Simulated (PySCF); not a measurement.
Numbering as in the mapped SMILES `[CH3:1][S:2][Si@@H:3]([F:4])[NH:5][SiH3:6]`. Each H is labelled by its parent atom.

Geometry: GFN2-xTB; GIAO shifts from PySCF 2.14, gas phase, non-relativistic, averaged over equivalent atoms.

At BHandHLYP/pcSseg-1 (163 basis functions, 27 s wall time on 1 thread of an Intel Xeon Platinum 8259CL, shared host):
```csv
atoms,δ (ppm)
C1,10.3
Si3,-9.3
Si6,-57.8
F4,-138.2
N5,18.7
H(Si3),5.05
H(Si6),4.55
H(C1),2.14
H(N5),0.68
```

Shifts are taken against calculated references (same method and geometry level): ¹³C (186.58 ppm) and ²⁹Si (356.35 ppm) and ¹H (31.90 ppm) vs TMS; CFCl3 for ¹⁹F (198.57 ppm); ¹⁵N (267.09 ppm) against NH3.

Task: What do these become at PBE0/pcSseg-1?

Result: 
```csv
atoms,δ at PBE0/pcSseg-1,change
C1,10.6,+0.3
Si3,-5.3,+4.0
Si6,-57.2,+0.6
F4,-150.4,-12.2
N5,21.3,+2.6
H(Si3),5.43,+0.38
H(Si6),4.81,+0.26
H(C1),2.15,+0.01
H(N5),0.70,+0.02
```

Referencing at the same level of theory: TMS for ¹³C (σref 186.93) and ²⁹Si (σref 349.16) and ¹H (σref 31.72); ¹⁹F (σref 170.95) vs CFCl3; ¹⁵N (σref 267.73) against NH3.

The largest change is at F4 (fluorine bonded to Si). Cost: 163 basis functions, 47 s wall time on 1 thread of an x86-64 server CPU, shared host.

Unscaled 19F shifts against computed CFCl3 carry errors that often reach 10 to 50 ppm. Experimental scales use liquid or dissolved standards, which lie at an offset from isolated NH3 (liquid NH3: subtract about 20 ppm).
